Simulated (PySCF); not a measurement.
[(OH)3Si]2NH.
Bonds: Si1–O2, Si1–O3, Si1–O4, Si1–N5, N5–Si6, Si6–O7, Si6–O8, Si6–O9. Hydrogens: H10 on O2; H11 on O3; H12 on O4; H13 on N5; H14 on O7; H15 on O8; H16 on O9.

Level of theory: PySCF, PBE0-D3(BJ)/def2-SVP geometry optimisation, gas phase.

Task: List the bond lengths, angles and torsions at this level.

Result: 
| bond | length (Å) |
| --- | --- |
| Si1–O2, Si1–O4, Si6–O7 | 1.654 |
| Si1–O3, Si6–O9 | 1.646 |
| Si1–N5 | 1.734 |
| O2–H10 and 4 like bonds | 0.962 |
| O3–H11 | 0.973 |
| N5–Si6 | 1.708 |
| N5–H13 | 1.017 |
| Si6–O8 | 1.669 |

Bonds in one row agree within 0.01 Å and their mean is given. A selection of angles:
| angle | degrees |
| --- | --- |
| O2–Si1–O3 | 116.3 |
| O2–Si1–O4 | 104.4 |
| O2–Si1–N5 | 105.3 |
| O3–Si1–O4 | 107.9 |
| O3–Si1–N5 | 108.2 |
| O4–Si1–N5 | 115.0 |
| Si1–N5–Si6 | 131.0 |
| N5–Si6–O7 | 110.7 |
| N5–Si6–O9 | 117.7 |
| O7–Si6–O8 | 114.4 |
| O8–Si6–O9 | 105.4 |
| H10–O2–Si1 | 114.1 |
| H11–O3–Si1 | 112.8 |
| H12–O4–Si1 | 114.7 |
| H13–N5–Si1 | 114.1 |

Torsions: O2–Si1–N5–Si6 126° (anticlinal); Si1–N5–Si6–O7 -141° (anticlinal); H10–O2–Si1–O3 -84° (synclinal); H11–O3–Si1–O2 -101° (anticlinal); H12–O4–Si1–O2 -159° (antiperiplanar); H14–O7–Si6–N5 46° (synclinal); H15–O8–Si6–N5 152° (antiperiplanar); H16–O9–Si6–N5 103° (anticlinal).

Si1 (silicon bonded to N and 3 O) is distorted tetrahedral (angles from 104.4° to 116.3°). N5 (nitrogen bonded to 2 Si and H) is planar (angles 131.0°, 114.8° and 114.1°, sum 359.9°, 0.02 Å off the plane of its three neighbours). H11 on O3 lies 1.84 Å from O8, 5 bonds away (angle at H 150°; Bondi radii sum to 2.72 Å). The 2 N–Si bonds span 1.708 Å (N5–Si6) to 1.734 Å (Si1–N5), a spread of 0.026 Å. The O–Si distances run from 1.642 Å (Si1–O3) to 1.669 Å (Si6–O8), a spread of 0.027 Å. O2 (oxygen bonded to Si and H) is bent (angle 114.1°). Of the pairs four or more bonds apart, those above aside, Si6···H11 is among the closest relative to their van der Waals radii: 2.83 Å, 86 % of the sum of Bondi's values.

Point group: C1 (no symmetry element, even within 0.4 Å). PBE0-D3(BJ)/def2-SVP frequencies: not computed here. The numbers are those of one conformer (O3–Si1–O2–H -84°, O2–Si1–O3–H -101°, O2–Si1–O4–H -159°, N5–Si6–O7–H 46°, N5–Si6–O8–H 152°).
